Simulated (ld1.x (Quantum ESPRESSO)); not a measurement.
## Which change was made? (O, ultrasoft)

* Element: O
* Generator: ld1.x (Quantum ESPRESSO) 7.5
* Type: ultrasoft
* Functional: PBEsol
* Relativity: scalar-relativistic
* Frozen core: [He]
* Valence charge: 6
* Reference configuration: 2s2 2p4
* Partial waves: 2s (bound): rcut 0.80, rcutus 0.90 bohr; 2s channel at 0.8 Ry: rcut 0.80, rcutus 0.90 bohr; 2p (bound): rcut 1.85, rcutus 2.30 bohr; 2p channel at 3.35 Ry: rcut 1.85, rcutus 2.30 bohr
* Local potential: all-electron potential smoothed inside 1.75 bohr (lloc = -2)
* Core correction: Bessel-smoothed model core inside 0.65 bohr
* Augmentation charge: PSQ, radius 0.80 bohr

Cutoffs, loose and tight: the cutoffs (Ry, on a coarse ladder) from which the occupation-weighted sum of valence levels, in a spherical-Bessel basis at the reference potential, stays within 10 and 1 mRy of its value at 400 Ry. They do not see the model core or the augmentation charge, which bear on the density cutoff. Test errors are all-electron minus pseudo excitation energies from the reference, over the configurations 2s2 2p3; 2s2 2p2; 2s2 2p1; 2s0 2p6; 2s1 2p4; 2s2 2p4.3; 2s2 2p0; variants that change the core or the reference have their own tests. The largest error is taken over the tests solved by every variant that gives reliable tests at all, those not shown here included: 2s0 2p6; 2s1 2p4; 2s2 2p1; 2s2 2p2; 2s2 2p3; 2s2 2p4.3.

The base gives: outcome: generated; cutoff, loose: 18 Ry; cutoff, tight: 40 Ry; bound ghosts: none; largest test error (meV): -22.

Q: After one change the result is: outcome: generated, overlap not positive; bound ghosts: not determined (overlap not positive); largest test error (meV): -159. Which change was it?
A. local potential all-electron potential smoothed inside 2.68 bohr (lloc = -2)
B. local potential all-electron potential smoothed inside 1.38 bohr (lloc = -2)
C. local potential all-electron potential smoothed inside 1.62 bohr (lloc = -2)

A: C. The others give: local potential all-electron potential smoothed inside 1.38 bohr (lloc = -2) → outcome: generated; cutoff, loose: 18 Ry; cutoff, tight: 40 Ry; bound ghosts: none; largest test error (meV): -61 | local potential all-electron potential smoothed inside 2.68 bohr (lloc = -2) → outcome: generated; cutoff, loose: 18 Ry; cutoff, tight: 40 Ry; bound ghosts: none; largest test error (meV): -27. A file whose overlap is not positive is unfit for use, and its test errors describe a broken file.
